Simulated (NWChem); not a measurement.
Species: CH4AlCl; SMILES [AlH]([CH3])[Cl]

Program: NWChem. Pople sets run with spherical d functions. B3LYP is NWChem's, with the RPA form of VWN correlation. Each level has its own optimisation; frequencies are unscaled.

```
level                r Al–H (Å)  r Al–Cl (Å)  r Al–C (Å)  r C–H (Å)  highest harmonic frequency (cm⁻¹)  lowest (cm⁻¹)  zero-point energy (kcal/mol)  dipole (D)
-------------------  ----------  -----------  ----------  ---------  ---------------------------------  -------------  ----------------------------  ----------
Hartree-Fock/3-21G        1.584        2.215       1.970      1.087                               3246             50                          29.4        3.74
Hartree-Fock/STO-3G       1.469        2.081       1.888      1.083                               3736              5                          34.4        3.18
B3LYP/6-31G*              1.582        2.128       1.954      1.097                               3120              6                          27.6        2.25
```
